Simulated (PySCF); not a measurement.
## C4H12FSi2: g tensor and hyperfine couplings

Species: C4H12FSi2 (doublet state).
Numbering: `[CH3:1][C:2]([CH3:3])([CH2:4][F:5])[SiH:6][SiH3:7]` (hydrogens: H8, H9, H10 on C1; H11, H12, H13 on C3; H14, H15 on C4; H16 on Si6; H17, H18, H19 on Si7)

Geometry (GFN2-xTB, Å), atoms numbered from 1 in this order:
```xyz
19
C4H12FSi2 angstrom
C     -0.7421   -1.0663   -1.1857
C     -0.6016    0.1653   -0.2937
C     -1.6220    1.2232   -0.7081
C     -0.8779   -0.2619    1.1432
F     -0.5158    0.7315    2.0292
Si     1.2014    0.8788   -0.3534
Si     2.7685   -0.4196    0.6890
H     -0.0063   -1.8251   -0.9254
H     -0.5967   -0.7934   -2.2282
H     -1.7345   -1.5077   -1.0858
H     -1.4125    1.5836   -1.7130
H     -1.5908    2.0701   -0.0261
H     -2.6319    0.8112   -0.6954
H     -0.2900   -1.1447    1.4179
H     -1.9420   -0.4603    1.3205
H      1.0603    2.3075   -0.0239
H      2.8090   -0.5479    2.1525
H      2.6231   -1.7986    0.1936
H      4.0920    0.0636    0.2853
```

The hyperfine couplings belong to this conformer and change with its torsions.

Computed with PySCF 2.14.0, UKS B3LYP, pcH-1 on C F H Si, non-relativistic, mean-field spin-orbit, GIAO. One conformer (not necessarily the lowest) at the GFN2-xTB geometry, without solvent, vibrations or thermal averaging. Couplings are sensitive to structure, and on GFN2-xTB geometries they can be far from those on DFT ones, by a factor of two or more for some ions and for spin on atoms past the first row. The SCF solution wasn't tested for stability.

```
g1, g2, g3        : 2.00199, 2.00373, 2.00551
g_iso             : 2.00374
Form of g         : rhombic: the two nearest values differ by 49 % of g3 − g1
⟨S²⟩              : 0.7522 (exact 0.7500)
α and β electrons : 37, 36
Total energy      : -838.46886 Eh
```

Isotropic coupling and dipolar principal values T1 to T3, in MHz; ρ(0) is the spin density at the nucleus:

```
atom  isotope   a_iso  of which spin–orbit      T1    T2    T3  Mulliken spin population  ρ(0) (bohr⁻³)
  C1      13C    11.0                  0.0    -0.9  -0.8   1.7                      0.00         0.0098
  C2      13C     8.3                  0.0    -2.2  -1.8   4.0                     -0.01         0.0074
  C3      13C    -0.3                  0.0    -0.8   0.0   0.7                      0.00        -0.0003
  C4      13C    15.2                  0.0    -1.9  -1.5   3.5                      0.01         0.0135
  F5      19F    83.4                 -0.1   -10.8  -8.2  19.0                      0.00         0.0198
 Si6     29Si  -358.6                  1.0  -172.5  85.5  87.0                      0.96         0.4046
 Si7     29Si   -38.5                  0.0    -8.7   2.2   6.5                      0.01         0.0433
  H8       1H    -0.4                  0.0    -2.2  -2.0   4.2                      0.00        -0.0001
  H9       1H    -0.1                  0.0    -3.1  -1.8   4.9                      0.00         0.0000
 H10       1H     0.1                  0.0    -1.3  -1.0   2.3                      0.00         0.0000
 H11       1H    -0.5                  0.0    -2.6  -1.8   4.4                      0.00        -0.0001
 H12       1H     0.3                  0.0    -1.6  -1.6   3.2                      0.00         0.0001
 H13       1H    -1.0                  0.0    -1.3  -0.8   2.1                      0.00        -0.0002
 H14       1H     1.0                  0.0    -2.4  -0.9   3.3                      0.00         0.0002
 H15       1H    11.0                  0.0    -1.7  -0.7   2.5                      0.01         0.0025
 H16       1H    21.1                  0.0    -9.9   1.8   8.0                     -0.01         0.0047
 H17       1H    78.6                  0.0    -2.3  -0.4   2.7                      0.04         0.0176
 H18       1H    -2.8                  0.0    -2.6  -1.2   3.9                      0.00        -0.0006
 H19       1H     1.0                  0.0    -2.8  -1.3   4.0                      0.00         0.0002
```

The largest Mulliken spin population is on Si6 (+0.96). The angles at Si6 add up to 340.5°, so it is pyramidal.

Axes: g2 points within 15° of the Si6–Si7 bond.

Under fast tumbling the dipolar parts average out, and these isotropic splittings remain: 1 × 19F (F5, I = 1/2, 2 lines) with 2.97 mT, 3 × 1H (H17/H18/H19, I = 1/2, 4 lines) with 0.91 mT, 1 × 1H (H16, I = 1/2, 2 lines) with 0.75 mT and 2 × 1H (H14/H15, I = 1/2, 3 lines) with 0.21 mT.

Nuclei that the bonding pattern makes equivalent are averaged, as if the motion that swaps them (rotation, inversion, ring flip) were fast. The three 1H nuclei of mean +25.6 MHz run from -2.8 to 78.6 MHz in the frozen geometry. The 1H value of +6.0 MHz is a mean of couplings from 1.0 to 11.0 MHz in this one geometry, not an average over conformers.

The 13C coupling of C4 (15.2 MHz) shows only in satellite lines or after enrichment, since that isotope makes up about 1.07 % of natural carbon.

The 29Si coupling of Si6 (-358.6 MHz) shows only in satellite lines or after enrichment, since that isotope makes up about 4.7 % of natural silicon.
